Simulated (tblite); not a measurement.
Compound: C7H8NO (doublet state).
Numbering: `[CH2:1]=[CH:2][CH:3][NH:4][CH2:5][C:6]#[C:7][CH:8]=[O:9]` (hydrogens: H10, H11 on C1; H12 on C2; H13 on C3; H14 on N4; H15, H16 on C5; H17 on C8)

A start from a force field or distance geometry was refined with GFN2-xTB geometry optimisation, gas phase (tblite 0.8.0). Values at the start:

| coordinate | start |
| --- | --- |
| C1=C2 | 1.337 Å |
| C1–H10 | 1.072 Å |
| C1–H11 | 1.096 Å |
| C2–C3 | 1.509 Å |
| C2–H12 | 1.070 Å |
| C3–N4 | 1.451 Å |
| C3–H13 | 1.118 Å |
| N4–C5 | 1.465 Å |
| N4–H14 | 1.040 Å |
| C5–C6 | 1.473 Å |
| C5–H15 | 1.111 Å |
| C6≡C7 | 1.216 Å |
| C7–C8 | 1.437 Å |
| C8=O9 | 1.278 Å |
| C8–H17 | 1.101 Å |
| C1–C2–C3 | 120.6° |
| C2–C3–N4 | 104.5° |
| C3–N4–C5 | 112.1° |
| N4–C5–C6 | 105.8° |
| C5–C6–C7 | 178.8° |
| C6–C7–C8 | 179.3° |
| C7–C8–O9 | 121.0° |

Problem. How do these coordinates change at the GFN2-xTB level?

Solution. 
```json
{"coordinate": "C2–C3", "GFN2-xTB (Å or °)": "1.389", "change": "-0.120"}
{"coordinate": "C3–N4", "GFN2-xTB (Å or °)": "1.359", "change": "-0.092"}
{"coordinate": "C8=O9", "GFN2-xTB (Å or °)": "1.210", "change": "-0.068"}
{"coordinate": "C3–H13", "GFN2-xTB (Å or °)": "1.079", "change": "-0.039"}
{"coordinate": "N4–H14", "GFN2-xTB (Å or °)": "1.013", "change": "-0.027"}
{"coordinate": "C1=C2", "GFN2-xTB (Å or °)": "1.361", "change": "+0.024"}
{"coordinate": "C1–H11", "GFN2-xTB (Å or °)": "1.073", "change": "-0.023"}
{"coordinate": "C5–C6", "GFN2-xTB (Å or °)": "1.451", "change": "-0.022"}
{"coordinate": "C7–C8", "GFN2-xTB (Å or °)": "1.421", "change": "-0.016"}
{"coordinate": "C5–H15", "GFN2-xTB (Å or °)": "1.096", "change": "-0.015"}
{"coordinate": "N4–C5", "GFN2-xTB (Å or °)": "1.451", "change": "-0.014"}
{"coordinate": "C2–H12", "GFN2-xTB (Å or °)": "1.084", "change": "+0.014"}
{"coordinate": "C8–H17", "GFN2-xTB (Å or °)": "1.109", "change": "+0.008"}
{"coordinate": "C6≡C7", "GFN2-xTB (Å or °)": "1.209", "change": "-0.007"}
{"coordinate": "C1–H10", "GFN2-xTB (Å or °)": "1.075", "change": "+0.003"}
{"coordinate": "C2–C3–N4", "GFN2-xTB (Å or °)": "123.4", "change": "+18.9"}
{"coordinate": "C3–N4–C5", "GFN2-xTB (Å or °)": "122.1", "change": "+10.0"}
{"coordinate": "C5–C6–C7", "GFN2-xTB (Å or °)": "170.5", "change": "-8.3"}
{"coordinate": "C7–C8–O9", "GFN2-xTB (Å or °)": "125.5", "change": "+4.5"}
{"coordinate": "N4–C5–C6", "GFN2-xTB (Å or °)": "109.5", "change": "+3.7"}
{"coordinate": "C1–C2–C3", "GFN2-xTB (Å or °)": "124.2", "change": "+3.6"}
{"coordinate": "C6–C7–C8", "GFN2-xTB (Å or °)": "176.3", "change": "-3.0"}
```

The energy falls by 1.845 eV over 241 L-BFGS steps, the largest force on an atom goes from 4.43 to 0.009 eV/Å, and the atoms move by 1.182 Å rms after alignment. The bond that changes most is C2–C3 (ends: carbon bonded to 2 C and H; carbon bonded to C, N and H), which shortens by 0.120 Å. Bonds longer at the end by more than 0.005 Å: 3 of 16; shorter: 12. Among the dihedrals that turn most is C2–C3–N4–H14, from 131° to -10°. Rotational constants go from 7171, 470.9, 466.5 to 3062, 615.8, 538.1 MHz.

On Arm Neoverse V1, one thread, shared host, this took 1.7 s wall.

Its GFN2-xTB frequencies are all real (lowest 28 cm⁻¹). 3 starts were optimised and ended at 0.00, 2.88 and 2.96 kcal/mol (GFN2-xTB); the lowest of these is shown.

One conformer stands for the species.

All values are computed, not measured.
